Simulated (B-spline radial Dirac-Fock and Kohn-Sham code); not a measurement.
**Os³⁺ in Watson spheres of different radius**

The computed values come from a B-spline atomic structure program: ΔSCF Dirac-Fock with Breit, self-energy and vacuum polarisation, finite nucleus, configuration average. The ion, [Xe] 4f14 5d5, sits in a hollow sphere of charge Q = -3, a simple model of the Madelung potential. Inside the sphere an electron's potential energy is raised by the constant 14.40·|Q|/R eV, so binding energies fall by about that much as long as the orbitals stay inside.

```
radius (Å)  14.40 |Q|/R (eV)  1s (eV)  2s (eV)  2p1/2 (eV)  2p3/2 (eV)  3s (eV)  3p1/2 (eV)  3p3/2 (eV)  3d3/2 (eV)  3d5/2 (eV)  4s (eV)  4p1/2 (eV)  4p3/2 (eV)  4d3/2 (eV)  4d5/2 (eV)  4f5/2 (eV)  4f7/2 (eV)  5s (eV)  5p1/2 (eV)  5p3/2 (eV)  5d (eV)
       1.8             24.00  73887.7  12995.0     12406.6     10892.7   3077.7      2817.2      2483.1      2052.4      1981.4    683.4       573.7       495.1       315.0       300.5       70.82       68.14    112.0       75.61       63.17    16.14
         2             21.60  73890.0  12997.4     12408.9     10895.0   3080.1      2819.5      2485.4      2054.7      1983.8    685.8       576.1       497.4       317.3       302.8       73.15       70.47    114.3       77.95       65.51    18.47
```

From the smallest to the largest radius 1s moves by +2.3 eV, while the constant potential alone would give +2.4 eV; the difference comes from charge outside the sphere and its screening.
